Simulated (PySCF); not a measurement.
Ga(H)(F)(NH2) (FGaH₃N), SMILES [GaH]([F])[NH2].

The structure is a stationary point at ωB97X-D3(BJ)/def2-TZVP. The values are those of a single conformer.

Method: ωB97X-D3(BJ)/def2-TZVP in PySCF.

Frequencies are harmonic and unscaled.

```csv
mode,ν (cm⁻¹),IR (km/mol),moving atoms (share of kinetic energy)
1,185,12.9,"F 38 %, N 26 %, Ga 18 %, H 17 %"
2,237,221.0,"H 78 %, N 21 %"
3,389,13.0,H 91 %
4,522,19.5,H 95 %
5,581,93.6,H 89 %
6,675,52.4,"F 76 %, Ga 16 %"
7,736,76.0,"N 61 %, H 20 %, Ga 18 %"
8,759,68.2,"H 74 %, N 23 %"
9,1569,35.2,"H 90 %, N 10 %"
10,2094,95.9,H 99 %
11,3633,24.8,H 96 %
12,3735,35.1,"H 91 %, N 9 %"
```
